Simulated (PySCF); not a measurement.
Hf(Cl)2(OSiH3) (Cl2H3HfOSi), SMILES [SiH3][O][Hf]([Cl])[Cl] (connectivity only; charge and spin as stated), neutral, multiplicity 2. Atoms are numbered in the order given.

```xyz
8

Hf     0.0863     0.0659     0.2860
Cl    -0.2784    -1.5413     1.9654
Cl     1.0812     2.1610     0.6809
O     -0.4575    -0.3531    -1.5037
Si    -0.9288    -0.7140    -3.0697
H     -0.5189     0.3994    -3.9723
H     -2.4103    -0.8758    -3.1037
H     -0.2687    -1.9813    -3.4944
```
Charge 0, spin multiplicity 2.

Coordinates come from a PBE0-D3(BJ)/def2-SVP optimisation. The spin state was assumed, not searched. The isomer is the one that the SMILES or the coordinates give; other isomers of the formula were not compared. The def2 effective core potentials stand for the cores of Hf; spin–orbit coupling is left out. The values are those of a single conformer.

All values below come from TDA-PBE/def2-SVPD in PySCF.

Vertical excitations. The molecule is in vacuum.

```csv
state,energy (eV),λ (nm),f,main pairs
root 1,1.69,733,0.000,α HOMO→LUMO 100 %
root 2,2.10,592,0.001,α HOMO→LUMO+1 100 %
root 3,3.18,389,0.006,α HOMO→LUMO+2 100 %
root 4,3.32,374,0.004,α HOMO→LUMO+3 100 %
root 5,3.68,336,0.009,α HOMO→LUMO+4 99 %
root 6,4.10,303,0.239,α HOMO→LUMO+5 95 %
root 7,4.60,270,0.019,α HOMO→LUMO+6 97 %
root 8,4.73,262,0.000,β HOMO→LUMO 100 %
root 9,4.85,256,0.004,α HOMO→LUMO+7 100 %
root 10,4.89,253,0.030,α HOMO→LUMO+8 98 %
```
Unrestricted roots are not spin-pure.
